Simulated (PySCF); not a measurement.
In(H)2(Br), SMILES [Br][InH2] (H2BrIn) (PBE0/def2-SVP optimised geometry):

```
4

In    -0.264     0.533     0.000
H     -1.451     1.770     0.000
H      1.451     0.533     0.000
Br    -1.245    -1.770     0.000
```

Computed with PBE0/def2-TZVP, def2 effective core potentials past Kr run with PySCF.

Problem. What are the frontier orbital energies and the dipole moment?

Solution. HOMO-2 -8.88 eV, HOMO-1 -8.20 eV, HOMO -7.83 eV, LUMO -2.05 eV, LUMO+1 -0.87 eV; dipole moment 2.77 D.

On the same geometry PBE/def2-TZVP, def2 effective core potentials past Kr run with PySCF gives HOMO-2 -7.73 eV, HOMO-1 -6.99 eV, HOMO -6.60 eV, LUMO -2.76 eV, LUMO+1 -1.74 eV; dipole moment 2.58 D.
